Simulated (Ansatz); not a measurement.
Relaxation of BClFH$_{4}$N (8 atoms, charge 0, multiplicity 1), to a largest force component of 0.03 eV/Å in at most 50 steps.

Level of theory: RKS PBE0-D4/def2-SVP (Ansatz).

```xyz
8
Properties=species:S:1:pos:R:3:forces:R:3
B 0.020 -0.207 -0.117 0.01 -0.21 -0.33
F -0.047 -0.629 1.139 -0.02 -0.31 0.15
N 1.247 -0.082 -0.760 0.01 0.00 0.00
H 2.120 -0.281 -0.289 -0.01 0.01 0.00
H 1.331 0.188 -1.729 0.00 0.02 0.01
Cl -1.491 0.102 -0.990 0.01 0.00 0.01
H -0.093 1.943 0.937 -0.01 1.34 -1.19
H -0.087 1.472 1.478 0.01 -0.84 1.36
```

Where does it end, and by what steps?

The forces met the threshold. The force dipped under the threshold on the way, but the program's further checks kept it going. After 26 steps the energy has fallen by 0.166 eV; H7 moved furthest, 1.19 Å.

```csv
step,energy less start (eV),largest force component (eV/Å),accepted
0,0.0000,1.355,yes
1,-0.1214,0.278,yes
2,-0.1435,0.421,yes
3,-0.1597,0.129,yes
4,-0.1608,0.089,yes
5,-0.1615,0.035,yes
6,-0.1622,0.119,yes
7,-0.1628,0.074,yes
8,-0.1636,0.044,yes
9,-0.1625,0.336,no
10,-0.1634,0.115,no
11,-0.1639,0.031,yes
12,-0.1644,0.009,yes
13,-0.1538,0.823,no
14,-0.1647,0.096,yes
15,-0.1649,0.097,yes
16,-0.1652,0.079,yes
17,-0.1654,0.139,yes
18,-0.1657,0.065,yes
19,-0.1658,0.014,yes
20,-0.1660,0.020,yes
21,-0.1655,0.191,no
22,-0.1661,0.050,yes
23,-0.1662,0.047,yes
24,-0.1663,0.035,yes
25,-0.1662,0.071,no
26,-0.1664,0.021,yes
```

```xyz
8
Properties=species:S:1:pos:R:3
B 0.025 -0.384 -0.363
F -0.096 -0.460 0.961
N 1.279 -0.290 -0.954
H 2.128 -0.272 -0.404
H 1.410 -0.228 -1.953
Cl -1.451 -0.408 -1.338
H -0.116 2.653 1.888
H -0.178 1.896 1.834
```

Whether the end is a true minimum wasn't checked by a vibrational analysis.

The run took 45 s on 1 thread of Intel(R) Xeon(R) 6975P-C (Granite Rapids) (shared host), peak memory 0.17 GiB.
